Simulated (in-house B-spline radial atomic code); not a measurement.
Relativistic effects in neutral gallium, [Ar] 3d10 4s2 4p1: non-relativistic Hartree-Fock (point nucleus) against Dirac-Hartree-Fock (Fermi nucleus of rms radius 3.9973 fm), both averages of the configuration, computed with an all-electron radial atomic-structure program (B-spline basis).

```tsv
orbital	ε NR (Eh)	ε Dirac (Eh)	<r> NR (bohr)	<r> Dirac (bohr)	change of <r> (%)
1s1/2	-378.82	-383.91	0.04941	0.04858	-1.7
2s1/2	-48.168	-49.304	0.2206	0.2167	-1.8
2p1/2	-42.494	-43.44	0.1921	0.1882	-2.0
2p3/2	-42.494	?	0.1921	?	?
3s1/2	-6.3947	-6.5816	0.6605	0.6503	-1.5
3p1/2	-4.4824	-4.6199	0.6841	0.6729	-1.6
3p3/2	-4.4824	-4.4777	0.6841	0.6829	-0.2
3d3/2	-1.1934	-1.1769	0.7879	0.7884	+0.1
3d5/2	-1.1934	?	0.7879	?	?
4s1/2	-0.42459	-0.43429	2.489	2.448	-1.6
4p1/2	-0.2085	-0.20954	3.424	3.391	-1.0
4p3/2	-0.2085	-0.20593	3.424	3.438	+0.4
```

Q: What happens to 3d5/2?

A: Its energy goes to -1.1572 hartree and <r> to 0.7944 bohr (+0.83 %).

Q: What happens to 2p3/2?

A: Its energy goes to -42.412 hartree and <r> to 0.1917 bohr (-0.22 %).

Q: What explains the pattern of contraction and expansion?

A: Expansion is seen in 3d3/2, 3d5/2, 4p3/2. The s and p1/2 orbitals contract directly, screen the nucleus better, and so push out orbitals that have little density near the nucleus; spin-orbit coupling adds to this for j = l + 1/2 and opposes it for j = l - 1/2.

Q: By how much does the total energy change?

A: By -19.303 hartree, from -1923.261 to -1942.564.
